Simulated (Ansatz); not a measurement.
A made-up structure of CH2NSe (charge -1), singlet:

| atom | x (Å) | y (Å) | z (Å) |
| --- | --- | --- | --- |
| N1 | -1.0484 | -0.2065 | 0.1613 |
| C2 | 0.0770 | 0.3503 | -0.0928 |
| Se3 | 1.8138 | -0.3700 | -0.1032 |
| H4 | -0.2919 | 0.1091 | 0.8712 |
| H5 | 0.0332 | 1.4167 | -0.3459 |

It is relaxed with PBE-D4/def2-SVPD and then PBE0-D4/def2-TZVPD (Ansatz 0.2.0). Atoms count as bonded within 1.22 times the sum of their covalent radii (H–H: 0.88 Å). The end point is not checked to be a true minimum.

**Question.** Does its bonding change? (Judge from chemistry; the calculation decides.)

**Answer.** The calculation gives: Yes. Formed: none; broken: C2–H4.

Where it ends: The first stage lowers the energy by 3.84 eV in 12 steps. It ends as CH₂NSe ([NH][CH][Se]), total charge -1:
N1  (-0.895, 0.170, 0.468)
C2  (0.169, 0.534, -0.146)
Se3  (1.913, -0.165, -0.073)
H4  (-0.662, -0.627, 1.065)
H5  (0.058, 1.388, -0.825)
(Å)

Labels in which every atom is bracketed show which atoms are joined, not bond orders.

For scale, one of the runs: PBE0-D4/def2-TZVPD relaxation, 149 basis functions, launched by `ansatz run in.yaml --threads 2 --pin off --events-out ev --progress --plain --max-ram 4352MiB`. The run took about 27 s on 2 CPU threads of an Arm Neoverse V1 (shared host).
